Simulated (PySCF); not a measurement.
Several orderings of computed values.

All species are isolated and taken at one optimised geometry, non-relativistic unless stated. Electronic properties by PySCF.

Dipoles, sizes and rotational constants follow the conformer. The torsions of the flexible species, by atom-mapped SMILES:
- `[CH:1]#[C:2][C@@H:3]([Cl:4])[Si@@H:5]([O:6][CH3:7])[SiH2:8][CH2:9][Cl:10]`: C2–C3–Si5–O6 -51°, C3–Si5–O6–C7 -52°, C3–Si5–Si8–C9 -65°, Si5–Si8–C9–Cl10 176°
- `[CH3:1][Si@@H:2](/[CH:3]=[CH:4]/[S@@:5]([CH3:6])=[O:7])[O:8][SiH3:9]`: C1–Si2–C3–C4 115°, C3–C4–S5–C6 -111°, C1–Si2–O8–Si9 -113°
- `[CH3:1][S:2][Si@@H:3]([SiH3:4])[NH:5][CH:6]([CH3:7])[CH3:8]`: C1–S2–Si3–Si4 -49°, S2–Si3–N5–C6 -173°, Si3–N5–C6–C7 -87°
- `[CH3:1][C:2]([CH3:3])([CH3:4])[S:5][SiH2:6][NH:7][SiH3:8]`: C1–C2–S5–Si6 71°, C2–S5–Si6–N7 -168°, S5–Si6–N7–Si8 -175°
- `[CH:1]#[C:2][CH2:3][SiH2:4][O:5][SiH2:6][O:7][CH3:8]`: C2–C3–Si4–O5 60°, C3–Si4–O5–Si6 22°, Si4–O5–Si6–O7 50°, O5–Si6–O7–C8 177°
- `[CH3:1][S:2][Si@@H:3]([OH:4])[O:5][C@H:6]1[SiH2:7][C@@H:8]1[CH3:9]`: C1–S2–Si3–O4 48°, S2–Si3–O5–C6 52°, Si3–O5–C6–Si7 115°, H–O4–Si3–S2 91°

The conformers of `CO[Si@@H](O)/C=C/[SiH2]SC` and `C[SiH2]CS[Si@@H](O)C(C)=O` aren't listed.

Question: Rank by HOMO–LUMO gap, lowest first (PBE0/pcSseg-1 at GFN2-xTB geometries).
A. `C[Si@@H](/C=C/[S@@](C)=O)O[SiH3]`
B. `C[SiH2]CS[Si@@H](O)C(C)=O`
C. `CO[Si@@H](O)/C=C/[SiH2]SC`
D. `C#C[C@@H](Cl)[Si@@H](OC)[SiH2]CCl`

Answer: C (5.55 eV), B (5.67 eV), A (5.97 eV), D (6.63 eV).

Question: Rank by dipole moment, highest first (PBE0/pcSseg-1 at GFN2-xTB geometries).
A. `C(/[S@@](C)=O)=C\[Si@@H](O[SiH3])C`
B. `C#C[C@@H](Cl)[Si@@H](OC)[SiH2]CCl`
C. `C(C)(C)(C)S[SiH2]N[SiH3]`
D. `CS[Si@@H]([SiH3])NC(C)C`
E. `C#CC[SiH2]O[SiH2]OC`

Answer: A (3.17 D), D (2.29 D), B (1.73 D), E (1.55 D), C (1.09 D).

Question: By how much do the two ends of that ranking differ?

Answer: By 2.08 D, between `C[Si@@H](/C=C/[S@@](C)=O)O[SiH3]` and `CC(C)(C)S[SiH2]N[SiH3]`.

Question: Rank by smallest rotational constant, lowest first (GFN2-xTB).
A. `CS[Si@@H]([SiH3])NC(C)C`
B. `C#C[C@@H](Cl)[Si@@H](OC)[SiH2]CCl`
C. `CC(C)(C)S[SiH2]N[SiH3]`
D. `C(=C\[Si@H](C)O[SiH3])/[S@@](C)=O`
E. `C#CC[SiH2]O[SiH2]OC`

Answer: B (0.325 GHz), D (0.391 GHz), C (0.455 GHz), A (0.606 GHz), E (0.701 GHz).

Question: Rank by HOMO energy, highest first (PBE0/pcSseg-1 at GFN2-xTB geometries).
A. `[C@@H]1([SiH2][C@@H]1O[Si@@H](SC)O)C`
B. `C#C[C@@H](Cl)[Si@@H](OC)[SiH2]CCl`
C. `O[Si@@H](/C=C/[SiH2]SC)OC`
D. `CC(=O)[Si@@H](SC[SiH2]C)O`

Answer: A (-6.54 eV), C (-6.73 eV), D (-7.01 eV), B (-7.68 eV).
